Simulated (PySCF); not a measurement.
**Two-component Hartree-Fock for W⁴³⁺ (tungsten, charge +43)**

Start: [Ar] 3d10 4s2 4p1; 4p3/2 filled at m_j = +3/2. Calculated with PySCF 2.14 in an even-tempered Gaussian basis (16 s from 5.5 bohr⁻², ratio 2.8; 13 p from 7.2 bohr⁻², ratio 2.8; 8 d from 13 bohr⁻², ratio 2.8; 4 f from 30 bohr⁻², ratio 3): generalised Hartree-Fock with the X2C-1e Hamiltonian and a Gaussian nucleus; one run each with spin-orbit coupling (SO) screened by Boettger's factors, then bare. This is a chosen level, not necessarily the ground level.

```
spinor shell  electrons  ε, screened SO (eV)  ε, bare SO (eV)  weight of nominal j (bare SO)  rms radius, bare SO (bohr)
       1s1/2          2             -71995.7         -71994.4                          1.000                      0.0208
       2s1/2          2             -14281.1         -14280.7                          1.000                      0.0837
       2p1/2          2             -13732.5         -13764.7                          1.000                      0.0710
       2p3/2          4             -12370.6         -12360.1                          1.000                      0.0786
       3s1/2          2              -4848.2          -4848.2                          1.000                       0.212
       3p1/2          2              -4607.4          -4614.6                          1.000                       0.202
       3p3/2          4              -4296.4          -4294.0                          1.000                       0.217
       3d3/2          4              -3910.2          -3916.8                          1.000                       0.189
       3d5/2          6              -3842.8          -3838.7                          1.000                       0.193
       4s1/2          2              -2282.6          -2282.6                          1.000                       0.444
       4p3/2          1              -2102.5          -2101.7                          1.000                       0.448
```

```csv
quantity,screened SO,bare SO
E (hartree),-14915.95767,-14917.11161
M_J,3/2,3/2
⟨J²⟩,3.751,3.751
⟨L²⟩,2.058,2.063
⟨S²⟩,0.808,0.812
```

Each row is a mean over spinors that exchange with the open shell spreads, by up to 12.911 eV (4s1/2).

Breit and QED terms are absent; they matter most for the inner s and p1/2 levels.

Densities and radii are taken from the X2C orbitals without a picture-change correction, which distorts them close to the nucleus.
